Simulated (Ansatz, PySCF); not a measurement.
CF3, SMILES F[C+](F)F, charge +1.

Coordinates come from a B3LYP-D3(BJ)/def2-TZVP optimisation.

Vertical ionisation energy (IE) and electron affinity (EA) in eV. Rows of orbital energies are one-electron estimates. Where ΔSCF, EOM or ADC give a negative EA the extra electron is unbound and the value depends on the basis.

| level | IE | EA |
|---|---|---|
| −ε(HOMO), −ε(LUMO), HF/def2-TZVPD (PySCF) | 28.00 | 5.55 |
| −ε(HOMO), −ε(LUMO), PBE/def2-TZVPD (PySCF) | 19.45 | 11.67 |
| ADC(2)/aug-cc-pVDZ (PySCF) | 24.06 | 7.30 |
| ΔSCF, CAM-B3LYP/def2-SVPD (Ansatz), final states of multiplicity 2 and 2 | 25.55 | 7.71 |
| ΔSCF, PBE/def2-SVPD (Ansatz), final states of multiplicity 2 and 2 | 24.38 | 7.24 |

**Question.** What vertical singlet–triplet gap does ΔSCF give with CAM-B3LYP/def2-SVPD (Ansatz, a program for electronic structure) and with PBE/def2-SVPD (Ansatz)? (An estimate is asked for; the answer gives what the named calculation found.)

**Answer.** 8.36 and 7.73 eV (triplet above singlet where positive).

Computed lowest 1s main lines (those of the lightest heavy element) from CVS-ADC(2)-x/aug-cc-pVDZ (PySCF, non-relativistic), with pole strengths:
313.5 eV (1.57).

**Question.** Beyond the first one, list the lowest photoelectron lines from ADC(2)/aug-cc-pVDZ run with PySCF with their pole strengths (two spins summed). (Estimate from the structure and the level; the computed values follow.)

**Answer.** 25.36 eV (1.78), 25.36 eV (1.78), 25.66 eV (1.77), 25.66 eV (1.77), 29.31 eV (1.79).
